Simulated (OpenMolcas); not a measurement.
An atom or ion with 8 electrons was computed by XMS-CASPT2, IPEA 0.25 Eh, imaginary shift 0.1 Eh with spin-orbit coupling (OpenMolcas, ANO-RCC-VTZP, DKH2). The lowest levels that the run gave, each within 12 % of the measured value where one is at hand:

```
J  Parity  E (cm⁻¹)      g
2    even       0.0  1.501
1    even       149  1.501
0    even       222       
2    even     16080  1.000
0    even     34400
```

Problem. Which ion is it, and what are the configurations and terms?

Solution. O I (Z = 8, neutral; active space 6 electrons in 4 orbitals (2s 2p)). J, parity and g give the terms where levels are pure, and mixed ones are named by the computed weights; the size of the splittings, set against known spectra of the 8-electron sequence, gives the charge. In order, with the measured energies in cm⁻¹ (NIST Handbook of Basic Atomic Spectroscopic Data): 2s² 2p⁴ ³P₂, 2s² 2p⁴ ³P₁ (158), 2s² 2p⁴ ³P₀ (227), 2s² 2p⁴ ¹D₂ (15868), 2s² 2p⁴ ¹S₀ (33793).

CASPT2 does not keep the components of a term degenerate, so their means are used; among the terms shown or strongly mixed into the levels shown the widest spread is 540 cm-1 (2s² 2p⁴ ¹D). Computed and measured levels are paired by configuration, term and J; levels that our copy of the source lacks, or whose pairing is in doubt (as where it misses far off the trend of its configuration), stay unpaired and out of the deviations. Only configurations of the active space appear.
